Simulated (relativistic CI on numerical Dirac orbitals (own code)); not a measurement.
# Ti⁴⁺ in a cubic cluster: 1s photoemission with charge transfer

Computed with a charge-transfer multiplet model of a cubic metal-ligand cluster with up to 3 ligand holes, Slater and spin-orbit integrals from Dirac-Coulomb-Breit ions, Slater integrals scaled by 0.7. The ground state mixes d0 with configurations of k ligand holes L, whose averages lie at kΔ + k(k − 1)U_dd/2; a core hole lowers each added d electron by U_cd. 300 K, Lorentzian 1.1 eV and Gaussian 0.6 eV FWHM.

Atomic integrals in eV (Slater integrals scaled, ζ unscaled), ground: F2dd 5.756, F4dd 3.579, zeta_d 0.013; with the core hole: F2dd 5.756, F4dd 3.579, zeta_d 0.030, G2cd 0.034. Where a configuration has fewer than two d electrons, the dd integrals are those of d2.

Cluster parameters (eV): Δ = 4.6, U_cd = 5.8, 10Dq = 1.9, 10Dq(ligand) = 0.6, V(eg) = 2.4, V(t2g) = -1.19, final-state hopping factor = 1.

```tsv
Case	n_d	d0	d1L	d2L2	d3L3	S
U_dd = 3.6 eV	0.58	0.51	0.40	0.09	0.01	0.00
U_dd = 5 eV	0.54	0.54	0.39	0.07	0.00	0.00
U_dd = 7.1 eV	0.50	0.56	0.38	0.05	0.00	0.00
```

Weights, n_d and S are thermal averages at 300 K. Binding energies count from the first peak over 30 % of the highest in each spectrum, which can be another peak from case to case. The parameters are a model scan and need not match a compound or its usual spin state. Peaks in eV (height, largest 100):
- U_dd = 3.6 eV: 0.0 (100), 3.9 (9), 8.7 (26)
- U_dd = 5 eV: 0.0 (100), 4.1 (7), 9.1 (22)
- U_dd = 7.1 eV: 0.0 (100), 4.3 (5), 9.6 (17)

A d0 ion has no d-d gap: its lowest excitations are ligand-to-metal charge transfer. With the core hole the average of the configuration with one ligand hole lies at Δ − U_cd = -1.2 eV before mixing: the effective hopping of about 5.4 eV (from the holes of the mixed ground state) is comparable with this gap or larger, so the configurations mix strongly.
